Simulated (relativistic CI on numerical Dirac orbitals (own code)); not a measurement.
# Pt+: 4f photoemission

Computed with this model: Dirac-Coulomb-Breit CI, KLI orbitals optimised for each configuration, model QED, valence Slater integrals scaled by 0.7, multiplet model of photoemission in the sudden approximation; configurations [Xe] 4f14 5d9 → [Xe] 4f13 5d9; 80 K; Lorentzian 0.25 eV and Gaussian 0.5 eV FWHM. Energies are those of the free ion, without screening or charge transfer. The energies are binding energies and can lie tens of eV above those of solids. S is read from ⟨S²⟩ = S(S + 1).

Field parameters in Wybourne normalisation: D3d B²₀ = −7Dσ, B⁴₀ = −14Dq − 21Dτ, B⁴₃ = −14√(10/7) Dq. The field is a parameter set, without covalency.

Computed curve for free ion, scaled to 100 at the maximum (points under 2 are left out and the grid is thinned):

```
Energy (eV)  Intensity
       84.5        2.3
       84.7        3.2
       84.8        3.9
       85.0        6.8
       85.2       14.1
       85.3       20.9
       85.5       41.9
       85.7       69.7
       85.8       83.8
       86.0      100.0
       86.2       84.4
       86.3       67.3
       86.5       34.8
       86.7       18.5
       86.8       15.8
       87.0       14.1
       87.2       11.2
       87.3        9.3
       87.5        6.7
       87.7        5.9
       87.8        5.7
       88.0        5.1
       88.2        5.0
       88.3        5.5
       88.5        9.3
       88.7       20.1
       88.8       28.8
       89.0       47.2
       89.2       54.4
       89.3       52.8
       89.5       48.3
       89.7       48.8
       89.8       47.7
       90.0       36.1
       90.2       19.5
       90.3       13.4
       90.5        6.7
       90.7        4.1
       90.8        3.3
       91.0        2.2
```

The ground state has S = 0.50, and the centroid lies at 87.50 eV.
